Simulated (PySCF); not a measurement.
Gas-phase reaction: 5 SnHF3 ⇌ 4 SnF3 + SnH3F + 2 HF

Energies from PySCF, thermal terms from the rigid-rotor harmonic-oscillator model, ideal gas at 1 bar. † marks an energy on the PBE0/def2-TZVP geometry and frequencies; other levels use their own. Open shells (unrestricted): SnF3 (multiplicity 2); the rest are closed-shell singlets. B3LYP is the form with VWN-RPA correlation. Sn: scalar-relativistic def2 core potential, no spin-orbit coupling. SnHF3, SnF3, SnH3F: computed as isolated molecules; such fragments, hydroxides, amides, oligomers or adducts are transient or little studied in the gas. The harmonic model lacks anharmonicity and excited electronic states, which grow with temperature; levels with a mode under 35 cm⁻¹ are left out.

| level | ΔE electronic, kJ | ΔH°(298 K), kJ | ΔS°(298 K), J/K | ΔG°(1600 K), kJ |
|---|---|---|---|---|
| B3LYP/def2-TZVP† | 381 | 387 | 314 | -94 |
| BLYP/def2-TZVP† | 332 | 339 | 314 | -142 |
| HF/def2-TZVP† | 376 | 382 | 314 | -99 |
| PBE/def2-SVP | 370 | 376 | 317 | -110 |
| PBE0/def2-QZVP† | 398 | 404 | 314 | -77 |
| PBE0/def2-SVP† | 397 | 403 | 314 | -78 |
| r2SCAN/def2-TZVP† | 403 | 409 | 314 | -72 |
| LDA/def2-TZVP† | 440 | 446 | 314 | -35 |
| ωB97M-V/def2-TZVP† | 444 | 450 | 314 | -31 |
ΔH° is lowest at BLYP/def2-TZVP† and highest at ωB97M-V/def2-TZVP†. No reference value is set beside these.
